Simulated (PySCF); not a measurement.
C2H5N3Si, SMILES N[SiH]1N=CC=N1.

The structure is a stationary point at B3LYP-D3(BJ)/def2-SVP. The structure was generated by enumeration, and PubChem lists no compound with its InChIKey, so it may never have been made. Other conformers were not sampled.

Calculation: HF/def2-TZVP run with PySCF.

Isolated molecule, no solvent.

Computed frontier levels, gap, dipole moment and polarisability:
The highest occupied level is -10.90 eV, the lowest empty level is 1.68 eV and the orbital gap is 12.58 eV. The dipole moment is 1.37 D. The quadrupole, principal values (traceless, Buckingham form, about the centre of nuclear charge) comes out as -16.70, 1.11, 15.59 D·Å. The mean static polarisability is 58.6 bohr³ (8.69 Å³) and the polarisability, principal values is 45.5, 54.1, 76.2 bohr³.
